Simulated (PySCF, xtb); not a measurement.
Sn(F)(OH)3 (FH3O3Sn), SMILES [OH][Sn]([OH])([OH])[F]. The values are those of a single conformer.

Harmonic wavenumbers (cm⁻¹) from xtb 6.7.1 with GFN2-xTB at its own minimum, in rising order: 93, 97, 141, 152, 152, 207, 214, 223, 391, 491, 555, 555, 850, 865, 867, 3584, 3590, 3598.

Q: What does PBE-D3(BJ)/def2-SVP (PySCF 2.14.0) give at its own minimum? (An estimate is asked for; the answer gives what the named calculation found.)

A: 20, 27, 150, 166, 166, 181, 181, 183, 577, 612, 624, 624, 878, 882, 882, 3692, 3692, 3694. Paired by order, the mean absolute difference is 60 cm⁻¹ and the zero-point energies are 23.8 and 24.6 kcal/mol.
